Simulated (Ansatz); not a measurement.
Two isomers of C3H6B2: A = `CBC1=CB1`, B = `C#CBBC`.

Program: Ansatz. Geometries: PBE0-D4/def2-TZVP. ΔE: electronic, gas phase. CCSD(T)/CBS adds triple-zeta CCSD(T) − MP2 to the extrapolated MP2 energy (def2 sets, frozen cores). Functionals use def2-TZVPP. B3LYP here is the variant with VWN-RPA as its local correlation; programs differ in this. Each species was taken in one conformer, which may not be the lowest.

A:

Z-matrix (Å, degrees):
```
C
B 1 1.562
H 1 1.097 2 108.4
H 1 1.095 2 110.3 3 -114.4
H 1 1.090 2 115.2 3 121.7
C 2 1.495 1 123.2 3 -122.1
H 2 1.201 1 119.8 3 61.4
B 6 1.508 2 144.4 1 -88.5
C 6 1.357 2 155.8 1 91.5
H 8 1.181 6 147.8 2 -0.1
H 9 1.081 6 135.0 2 0.1
```

B:

```xyz
11

C    -2.533    1.533   -0.454
C    -1.342    1.319   -0.490
B     0.128    1.002   -0.522
B     0.688   -0.555   -0.431
C     1.102   -1.300    0.876
H    -3.579    1.734   -0.425
H     0.895    1.921   -0.631
H     0.845   -1.147   -1.471
H     2.203   -1.312    0.870
H     0.807   -2.353    0.864
H     0.785   -0.841    1.813
```

Q: Which is lower in electronic energy at CCSD(T)/CBS, and by how much? (An estimate is asked.)

A: Computed: A, by 97.5 kJ/mol.

Q: Give E(B) − E(A) in kJ/mol with B3LYP, HF/def2-TZVPP, PBE0-D4, B2PLYP, r2SCAN-D4, CCSD(T)/def2-TZVPP, CCSD/def2-TZVPP. (An estimate is asked.)

A: Ansatz gave: B3LYP 98.0, HF/def2-TZVPP 93.1, PBE0-D4 122.9, B2PLYP 97.2, r2SCAN-D4 115.8, CCSD(T)/def2-TZVPP 95.9, CCSD/def2-TZVPP 95.5. None reverses the order clearly.

Q: Does the order hold for the free energy at 298.15 K (harmonic terms from PBE0-D4)? (Best estimate.)

A: The calculation gave: Yes: G(B) − G(A) = +88.0 kJ/mol, for one conformer each.

Largest T1 diagnostic: 0.014.

From BLYP to BHLYP (50 % exact exchange), in def2-TZVPP and without D4, E(B) − E(A) moves by +17.6 kJ/mol. At CCSD(T), def2-SVP lies +9.0 kJ/mol from the extrapolated value and def2-TZVPP −1.6 kJ/mol.
